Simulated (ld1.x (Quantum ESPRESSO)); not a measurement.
selenium, PAW: configuration errors across variants

ld1.x (Quantum ESPRESSO) 7.5 input, shortened:

```
&input
   title='Se', zed=34., rel=1, dft='PZ', iswitch=3,
   config='[Ar] 3d10 4s1 4p5'
 /
 &inputp
   pseudotype=3, lpaw=.true., tm=.true., lloc=-2, rcloc=0.50,
   nlcc=.true., new_core_ps=.true., rcore=0.55,
   which_augfun='GAUSS', rmatch_augfun=0.45
 /
6
3S  1  0   2.00   0.00  0.75  0.80  0.0
4S  2  0   1.00   0.00  0.75  0.80  0.0
3P  2  1   6.00   0.00  0.95  1.00  0.0
4P  3  1   5.00   0.00  0.95  1.00  0.0
3D  3  2  10.00   0.00  0.55  0.60  0.0
3D  3  2   0.00  -3.45  0.55  0.60  0.0
 &test
   configts(1)='3s2 3p6 3d10 4s1 4p5'
 /
```

All-electron excitation energies from the reference (eV): (1) 3s2 3p6 3d10 4s2 4p4 -10.939; (2) 3s2 3p6 3d10 4s2 4p3 0.070; (3) 3s2 3p6 3d10 4s2 4p2 20.628; (4) 3s2 3p6 3d10 4s2 4p0 94.357; (5) 3s2 3p6 3d10 4s2 4p4.3 -12.575; (6) 3s2 3p6 3d10 4s0 4p6 11.156; (7) 3s2 3p5 3d10 4s2 4p4 153.145; (8) 3s2 3p6 3d10 4s1 4p5 spin -0.703; (9) 3s2 3p6 3d10 4s2 4p4 spin -11.532.

Spin tests fill each open shell by Hund’s rule, majority spin first.

The overlap operator is not positive definite (basis up to 400 Ry) in “base”, “all radii but the core radius scaled by about 0.90 (s 0.72, p 0.90, d 0.54 bohr, rcut 0.68/0.86/0.50); local potential all-electron potential smoothed inside 0.46 bohr (lloc = -2); augmentation GAUSS, radius 0.40 bohr”, “all radii but the core radius scaled by about 1.08 (s 0.86, p 1.08, d 0.64 bohr, rcut 0.80/1.02/0.60); local potential all-electron potential smoothed inside 0.54 bohr (lloc = -2); augmentation GAUSS, radius 0.48 bohr”. Such files are unfit for use, however small their errors in these radial tests.

3 further variants failed, have other tests or too few solved ones, and are left out.

Errors AE − PS in meV (a dash: test not solved or not reliable):

```csv
change,(1),(2),(3),(4),(5),(6),(7),(8),(9),bound ghosts
base,+2.2,+3.0,+6.1,+30,+1.9,+1.9,+15,+1.2,+4.6,not determined (overlap not positive)
"all radii but the core radius scaled by about 0.90 (s 0.72, p 0.90, d 0.54 bohr, rcut 0.68/0.86/0.50); local potential all-electron potential smoothed inside 0.46 bohr (lloc = -2); augmentation GAUSS, radius 0.40 bohr",-0.1,-1.0,-3.0,-10,+0.1,+0.1,-52,+0.7,+0.9,not determined (overlap not positive)
"all radii but the core radius scaled by about 1.08 (s 0.86, p 1.08, d 0.64 bohr, rcut 0.80/1.02/0.60); local potential all-electron potential smoothed inside 0.54 bohr (lloc = -2); augmentation GAUSS, radius 0.48 bohr",-660,-742,-843,–,–,–,–,–,–,not determined (overlap not positive)
"all radii but the core radius scaled by about 1.16 (s 0.92, p 1.16, d 0.70 bohr, rcut 0.86/1.10/0.64); local potential all-electron potential smoothed inside 0.58 bohr (lloc = -2); augmentation GAUSS, radius 0.52 bohr",+1.1,+0.7,+0.2,-1.8,+1.2,+1.9,+24,0.0,+1.3,none
"all radii but the core radius scaled by about 1.20 (s 0.96, p 1.20, d 0.72 bohr, rcut 0.90/1.14/0.66); local potential all-electron potential smoothed inside 0.60 bohr (lloc = -2); augmentation GAUSS, radius 0.54 bohr",+1.0,+0.5,0.0,-2.8,+1.1,+1.8,+36,0.0,+1.2,none
```

**Question.** Give the same row for: all radii but the core radius scaled by about 1.28 (s 1.02, p 1.28, d 0.76 bohr, rcut 0.96/1.22/0.70); local potential all-electron potential smoothed inside 0.64 bohr (lloc = -2); augmentation GAUSS, radius 0.58 bohr.

**Answer.** +1.1, +0.6, +0.1, -3.7, +1.2, +2.2, +100, +0.1, +1.3; bound ghosts: none.
